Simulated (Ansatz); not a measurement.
`CN[SiH]([SiH3])Cl` + `[OH][AlH][SiH3]` → `[SiH3][O][AlH][SiH3]` + `CN[SiH2]Cl`  (cleavage of the Si–Si bond)

Calculated with Ansatz (gas phase, PBE0-D4/def2-TZVP geometries, no zero-point term in ΔE). CCSD(T)/CBS adds triple-zeta CCSD(T) − MP2 to the extrapolated MP2 energy (def2 sets, frozen cores). Functionals use def2-TZVPP. Each species was taken in one conformer, which may not be the lowest.

`CN[SiH]([SiH3])Cl`:

```xyz
13

C     0.213    1.781   -0.623
N    -0.129    0.519   -1.247
Si   -0.704   -0.851   -0.416
Si    0.653   -1.375    1.415
Cl   -2.619   -0.620    0.383
H    -0.632    2.477   -0.572
H     0.552    1.605    0.400
H     1.032    2.270   -1.157
H    -0.382    0.607   -2.219
H    -0.814   -1.937   -1.419
H     0.122   -2.591    2.083
H     2.052   -1.630    0.978
H     0.655   -0.255    2.395
```

`[OH][AlH][SiH3]`:

Cartesian coordinates in Å:
```
O -0.071 -0.753 -2.050
Al 0.288 -0.908 -0.398
Si -0.221 1.033 1.004
H 0.083 -1.451 -2.686
H 0.911 -2.273 0.129
H 0.973 1.435 1.803
H -1.298 0.701 1.981
H -0.666 2.215 0.217
```

`[SiH3][O][AlH][SiH3]`:

Z-matrix (Å, degrees):
```
Si
O 1 1.625
H 1 1.489 2 110.7
H 1 1.487 2 109.8 3 120.0
H 1 1.487 2 109.9 3 -120.1
Al 2 1.686 1 164.5 3 -3.5
Si 6 2.452 2 118.0 1 -3.0
H 6 1.583 2 116.8 1 177.7
H 7 1.491 6 111.5 2 140.2
H 7 1.490 6 112.2 2 18.8
H 7 1.492 6 110.3 2 -101.0
```

`CN[SiH2]Cl`:

Z-matrix (Å, degrees):
```
C
N 1 1.450
H 1 1.096 2 113.1
H 1 1.093 2 110.8 3 -122.0
H 1 1.093 2 109.4 3 119.9
Si 2 1.697 1 123.8 3 -88.7
H 2 1.008 1 113.6 3 65.8
Cl 6 2.075 2 114.8 1 68.9
H 6 1.479 2 108.8 1 -48.4
H 6 1.479 2 108.1 1 -172.4
```

| level | ΔE (kcal/mol) |
| --- | --- |
| ωB97X-V | -25.8 |
| HF/def2-TZVPP | -34.7 |
| MP2/def2-TZVPP | -28.2 |
| CCSD(T)/def2-TZVPP | -26.7 |

Problem. What does CCSD(T)/CBS give? (An estimate is asked.)

Solution. The calculation gave: -26.3 kcal/mol. The listed levels differ from it by 0.5, -8.4, -1.9, -0.4 kcal/mol.

Largest T1 diagnostic among the species: 0.014.

In def2-TZVPP, CCSD(T) changes the Hartree–Fock value by +8.0 kcal/mol (the triples alone add +1.2 kcal/mol) and MP2 by +6.6 kcal/mol. From PBE to PBE0 (25 % exact exchange), in def2-TZVPP and without D4, ΔE moves by −2.4 kcal/mol. The D4 term adds +1.3 kcal/mol with B3LYP and +0.7 kcal/mol with PBE0; it sums over pairs of atoms, weighted by their polarisabilities, and B3LYP, whose exchange is more repulsive, gets the larger term.

B3LYP here is the variant with VWN-RPA as its local correlation; programs differ in this.
